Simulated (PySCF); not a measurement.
**`InChI=1S/C5H8ClFO/c1-3-4(6)2-5(7)8-3/h3-5H,2H2,1H3/t3-,4+,5-/m1/s1`**

Molfile (atoms numbered from 1):
```
C5H8ClFO
     RDKit          3D

 16 16  0  0  0  0  0  0  0  0999 V2000
    1.8801    0.5994    0.2258 C   0  0  0  0  0  0  0  0  0  0  0  0
    0.7399   -0.3949    0.4042 C   0  0  1  0  0  0  0  0  0  0  0  0
   -0.1929    0.0693    1.3883 O   0  0  0  0  0  0  0  0  0  0  0  0
   -1.3387    0.4926    0.7772 C   0  0  1  0  0  0  0  0  0  0  0  0
   -1.2099    1.8215    0.3786 F   0  0  0  0  0  0  0  0  0  0  0  0
   -1.5274   -0.3711   -0.4674 C   0  0  0  0  0  0  0  0  0  0  0  0
   -0.0766   -0.5953   -0.8925 C   0  0  2  0  0  0  0  0  0  0  0  0
    0.1774   -2.2095   -1.5921 Cl  0  0  0  0  0  0  0  0  0  0  0  0
    1.4901    1.5602   -0.1015 H   0  0  0  0  0  0  0  0  0  0  0  0
    2.3900    0.7366    1.1752 H   0  0  0  0  0  0  0  0  0  0  0  0
    2.5877    0.2252   -0.5089 H   0  0  0  0  0  0  0  0  0  0  0  0
    1.1305   -1.3482    0.7772 H   0  0  0  0  0  0  0  0  0  0  0  0
   -2.1649    0.4817    1.4952 H   0  0  0  0  0  0  0  0  0  0  0  0
   -2.1218    0.1309   -1.2261 H   0  0  0  0  0  0  0  0  0  0  0  0
   -2.0014   -1.3118   -0.1893 H   0  0  0  0  0  0  0  0  0  0  0  0
    0.2303    0.1223   -1.6555 H   0  0  0  0  0  0  0  0  0  0  0  0
  1  2  1  0
  2  3  1  0
  3  4  1  0
  4  5  1  0
  4  6  1  0
  6  7  1  0
  7  8  1  0
  7  2  1  0
  1  9  1  0
  1 10  1  0
  1 11  1  0
  2 12  1  1
  4 13  1  1
  6 14  1  0
  6 15  1  0
  7 16  1  6
M  END
```

Level of theory: TDDFT LC-wPBE/def2-SVPD circular dichroism and optical rotation, one conformer, gas phase in PySCF 2.14.0. Geometry: GFN2-xTB.

Problem. Draw the ECD and absorption spectra from the lowest 16 states, each a Gaussian of half-width 0.35 eV at 1/e height.

Solution. 
```csv
E (eV),λ (nm),Δε (L mol⁻¹ cm⁻¹),ε (L mol⁻¹ cm⁻¹)
7.01,177,+0.01,5.64
7.16,173,+0.04,16.8
7.31,170,+0.06,35.3
7.46,166,+0.05,51.9
7.61,163,+0.01,53.7
7.76,160,-0.02,39.6
7.91,157,-0.04,23.7
8.06,154,-0.09,25.1
8.21,151,-0.25,64.3
8.36,148,-0.58,164
8.51,146,-0.99,366
8.66,143,-1.36,809
8.81,141,-1.81,1740
8.96,138,-2.54,3130
9.11,136,-3.56,4300
9.26,134,-5.38,4630
9.41,132,-9.65,4750
9.56,130,-16.47,6020
9.71,128,-21.87,8640
9.86,126,-21.93,11100
10.01,124,-16.61,11400
10.16,122,-7.96,9150
```
Δε uses R in velocity form, ε uses f in length form. Only the states computed contribute, so the short-wavelength end is incomplete.
